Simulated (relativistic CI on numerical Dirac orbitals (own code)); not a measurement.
Electric-dipole lines of Pd XII

Method of calculation: Dirac-Coulomb-Breit CI, orbitals from a KLI potential per configuration, QED by a radiative potential, unscaled Slater integrals (own radial code, finite nucleus).

CI space (outside the closed core [Ar] 3d10): 4s²4p⁵, 4s4p⁶, 4s²4p⁴4d, 4s4p⁵4d, 4s²4p⁴4f, 4s4p⁵4f, 4p⁶4d, 4s²4p⁴5s, 4s4p⁴4d², 4s²4p⁴5p, 4s²4p³4d4f, 4p⁵4d², 4p⁴4d³, 4p⁴4d²4f, 4p⁴4d²5s. Double excitations out of closed p, d and f shells are left out; levels of such configurations are missing from the list, as are those of other unlisted configurations, and high levels can miss mixing partners. These lack a partner that the ground configuration has and come out too high: 4s²4p⁴5p.

```tsv
λ vac (Å)	Lower	Upper	A (s⁻¹)	E lower (cm⁻¹)	E upper (cm⁻¹)
108.46	4s²4p⁵ ²P°1/2 [2]	4s²4p⁴5s ²D3/2 [65]	8.13e+10	44999	966985
109.98	4s²4p⁵ ²P°3/2 [1]	4s²4p⁴5s ²P3/2 [52]	1.21e+11	0	909226
130.41	4s4p⁶ ²S1/2 [3]	4s²4p⁴4f ²P°3/2 [101]	7.12e+10	305498	1072317
154.61	4s4p⁶ ²S1/2 [3]	4s4p⁵4d ²P°3/2 [59]	2.72e+11	305498	952271
155.33	4s4p⁶ ²S1/2 [3]	4s4p⁵4d ²P°1/2 [57]	2.64e+11	305498	949291
165.21	4s²4p⁵ ²P°3/2 [1]	4s²4p⁴4d ²P1/2 [30]	6.11e+10	0	605293
167.52	4s²4p⁴4d ⁴F9/2 [8]	4s²4p⁴5p ⁴D°7/2 [86]	4.44e+10	431466	1028418
168.18	4s²4p⁵ ²P°3/2 [1]	4s²4p⁴4d ²D5/2 [29]	4.40e+11	0	594608
169.26	4s²4p⁵ ²P°1/2 [2]	4s²4p⁴4d ²D3/2 [31]	4.14e+11	44999	635814
170.36	4s²4p⁵ ²P°3/2 [1]	4s²4p⁴4d ²P3/2 [28]	3.74e+11	0	586997
175.78	4s²4p⁴4d ²P1/2 [10]	4s²4p⁴4f ²D°3/2 [77]	8.89e+10	444798	1013690
177.15	4s²4p⁵ ²P°3/2 [1]	4s²4p⁴4d ²S1/2 [27]	3.02e+11	0	564503
177.86	4s²4p⁴4d ⁴D3/2 [5]	4s²4p⁴4f ⁴F°3/2 [67]	7.23e+10	410076	972326
178.48	4s²4p⁵ ²P°1/2 [2]	4s²4p⁴4d ²P1/2 [30]	2.94e+11	44999	605293
178.75	4s²4p⁴4d ²P3/2 [14]	4s²4p⁴4f ²F°5/2 [79]	7.66e+10	458998	1018431
179.22	4s²4p⁴4d ⁴D1/2 [7]	4s²4p⁴4f ⁴F°3/2 [67]	7.65e+10	414343	972326
179.26	4s²4p⁴4d ²P3/2 [18]	4s²4p⁴4f ²D°5/2 [87]	7.81e+10	474363	1032204
179.49	4s²4p⁴4d ⁴D5/2 [4]	4s²4p⁴4f ⁴F°5/2 [64]	7.14e+10	409187	966313
179.78	4s²4p⁴4d ⁴D3/2 [5]	4s²4p⁴4f ⁴F°5/2 [64]	8.62e+10	410076	966313
180.72	4s²4p⁴4d ⁴D5/2 [4]	4s²4p⁴4f ⁴F°7/2 [62]	1.01e+11	409187	962543
181.83	4s²4p⁴4d ⁴P1/2 [12]	4s²4p⁴4f ⁴D°3/2 [72]	6.54e+10	448560	998532
181.89	4s²4p⁴4d ⁴D7/2 [6]	4s²4p⁴4f ⁴F°7/2 [62]	5.16e+10	412763	962543
182.18	4s²4p⁴4d ²D3/2 [11]	4s²4p⁴4f ²F°5/2 [71]	1.07e+11	447096	996017
182.68	4s²4p⁴4d ⁴D7/2 [6]	4s²4p⁴4f ⁴F°9/2 [60]	1.18e+11	412763	960157
184.47	4s²4p⁴4d ⁴F5/2 [13]	4s²4p⁴4f ²F°7/2 [73]	3.09e+10	457600	999680
184.82	4s²4p⁴4d ²F5/2 [23]	4s²4p⁴4f ²G°7/2 [89]	8.71e+10	501662	1042714
186.79	4s²4p⁴4d ⁴F3/2 [15]	4s²4p⁴4f ⁴G°5/2 [70]	7.71e+10	459813	995177
186.83	4s²4p⁴4d ⁴P5/2 [16]	4s²4p⁴4f ²F°7/2 [73]	8.44e+10	464421	999680
186.95	4s²4p⁴4d ²G7/2 [20]	4s²4p⁴4f ²H°9/2 [80]	1.03e+11	483787	1018699
187.26	4s²4p⁴4d ⁴F7/2 [17]	4s²4p⁴4f ⁴G°9/2 [74]	1.19e+11	468531	1002561
187.30	4s²4p⁴4d ²D5/2 [26]	4s²4p⁴4f ²F°7/2 [108]	1.24e+11	563369	1097283
187.43	4s²4p⁴4d ²F7/2 [9]	4s²4p⁴4f ²G°9/2 [66]	1.12e+11	436842	970382
187.46	4s²4p⁴4d ²F5/2 [21]	4s²4p⁴4f ²G°7/2 [81]	7.51e+10	486411	1019855
188.02	4s²4p⁴4d ⁴F5/2 [13]	4s²4p⁴4f ⁴G°7/2 [68]	7.41e+10	457600	989467
188.35	4s²4p⁴4d ⁴F9/2 [8]	4s²4p⁴4f ⁴G°11/2 [61]	1.12e+11	431466	962401
188.90	4s²4p⁴4d ²F7/2 [24]	4s²4p⁴4f ²G°9/2 [88]	9.47e+10	512936	1042310
189.15	4s²4p⁴4d ⁴F9/2 [8]	4s²4p⁴4f ⁴F°9/2 [60]	3.57e+10	431466	960157
189.64	4s²4p⁴4d ²G9/2 [22]	4s²4p⁴4f ²H°11/2 [78]	1.08e+11	489052	1016380
244.64	4s²4p⁴4d ²G7/2 [20]	4s4p⁵4d ²F°5/2 [50]	3.99e+10	483787	892556
247.93	4s²4p⁴4d ²G9/2 [22]	4s4p⁵4d ²F°7/2 [49]	4.96e+10	489052	892394
264.62	4s²4p⁴4d ²F7/2 [9]	4s4p⁵4d ⁴D°5/2 [41]	1.99e+10	436842	814739
266.56	4s²4p⁴4d ⁴F9/2 [8]	4s4p⁵4d ⁴D°7/2 [39]	1.88e+10	431466	806613
270.85	4s²4p⁴4d ⁴D7/2 [6]	4s4p⁵4d ⁴P°5/2 [37]	1.74e+10	412763	781970
279.15	4s²4p⁴4d ⁴D5/2 [4]	4s4p⁵4d ⁴P°3/2 [34]	1.54e+10	409187	767422
297.82	4s²4p⁴4d ⁴F9/2 [8]	4s4p⁵4d ⁴F°9/2 [33]	1.08e+10	431466	767237
```

Terms are leading LS components. Brackets give the number of a level in order of energy, since labels repeat. The list gives strong lines, with weight on those to low levels, without lines whose two gauges differ by over a factor of 2.5, among the lowest 200 of 2370 levels, so that lines to higher ones, which can be the strongest, are missing. Levels whose partners in the same complex of configurations lie outside the list can be far off, and so can their lines. Rates are taken at the computed energies, electric ones in the length gauge.

At this charge energies of transitions that change n are usually good to better than 1 %, and those within a shell (Δn = 0) to a few per cent.

LS names give the leading component of a level, which can be under half, so a name can repeat, a term be missing and a line seem to break the LS rules.
